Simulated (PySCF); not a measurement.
## Sn²⁺ (tin, charge +2) across methods

[Kr] 4d10 5s2, closed-shell 1S. Computed with PySCF 2.14 in aug-cc-pVQZ-PP with ECP28MDF (7s7p5d3f2g, 92 functions), with scalar relativity through the core potential.

```json
{"method": "wB97X-V", "E (hartree)": "-213.4428", "mean ε 4p (eV)": "-114.12", "mean ε 4d (eV)": "-48.233", "mean ε 5s (eV)": "-29.360", "Σ⟨r²⟩ (bohr²)": "32.00", "⟨S²⟩": "0.000"}
{"method": "r2SCAN", "E (hartree)": "-213.5304", "mean ε 4p (eV)": "-109.54", "mean ε 4d (eV)": "-43.743", "mean ε 5s (eV)": "-26.378", "Σ⟨r²⟩ (bohr²)": "31.88", "⟨S²⟩": "0.000"}
{"method": "M06-2X", "E (hartree)": "-213.4120", "mean ε 4p (eV)": "-116.41", "mean ε 4d (eV)": "-48.576", "mean ε 5s (eV)": "-27.615", "Σ⟨r²⟩ (bohr²)": "32.29", "⟨S²⟩": "0.000"}
{"method": "PBE0", "E (hartree)": "-213.4669", "mean ε 4p (eV)": "-112.20", "mean ε 4d (eV)": "-45.787", "mean ε 5s (eV)": "-27.058", "Σ⟨r²⟩ (bohr²)": "31.98", "⟨S²⟩": "0.000"}
{"method": "LDA", "E (hartree)": "-213.1094", "mean ε 4p (eV)": "-106.65", "mean ε 4d (eV)": "-43.118", "mean ε 5s (eV)": "-26.617", "Σ⟨r²⟩ (bohr²)": "31.97", "⟨S²⟩": "0.000"}
{"method": "PBE", "E (hartree)": "-213.4608", "mean ε 4p (eV)": "-106.73", "mean ε 4d (eV)": "-43.000", "mean ε 5s (eV)": "-26.167", "Σ⟨r²⟩ (bohr²)": "31.97", "⟨S²⟩": "0.000"}
{"method": "UHF", "E (hartree)": "-212.58346", "mean ε 4p (eV)": "-127.46", "mean ε 4d (eV)": "-52.990", "mean ε 5s (eV)": "-28.789", "Σ⟨r²⟩ (bohr²)": "32.36", "⟨S²⟩": "0.000"}
```

Question: Estimate the same row for wB97M-V.

Answer: E (hartree) = -213.4198; mean ε 4p (eV) = -114.90; mean ε 4d (eV) = -48.305; mean ε 5s (eV) = -29.323; Σ⟨r²⟩ (bohr²) = 32.03; ⟨S²⟩ = 0.000.

Energies and moments cover only the electrons outside the core potential.
